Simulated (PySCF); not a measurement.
Radial density of P⁻ (phosphorus, charge -1)

UHF, [Ne] 3s2 3p4, high-spin 3P determinant. All numbers are calculated (PySCF 2.14, the non-relativistic Hamiltonian (point nucleus), in aug-cc-pwCVTZ).

```
r (bohr)  4πr²ρ (e/bohr)  4πr²(ρα − ρβ)
 0.00136         0.04902         0.0000
 0.00229          0.1347         0.0000
 0.00386          0.3639         0.0000
 0.00649          0.9511         0.0000
  0.0109           2.358        -0.0001
  0.0184           5.340        -0.0001
  0.0309           10.41         0.0004
  0.0519           15.85         0.0041
  0.0873           16.39         0.0215
   0.147           11.54         0.0765
   0.247           12.82         0.1571
   0.416           15.70         0.1055
   0.699           6.771        -0.0067
    1.18           2.220         0.4603
    1.98           2.592         0.9027
    3.33           1.000         0.3843
    5.60          0.1438         0.0277
    9.41        0.007436        -0.0016
```

**Question.** Where is the radial spin density 4πr²(ρα − ρβ) most negative, and why is it negative at all?

**Answer.** Around r = 0.699 bohr, down to -0.0067 e/bohr: exchange with the open shell polarises the paired shells in an unrestricted calculation.
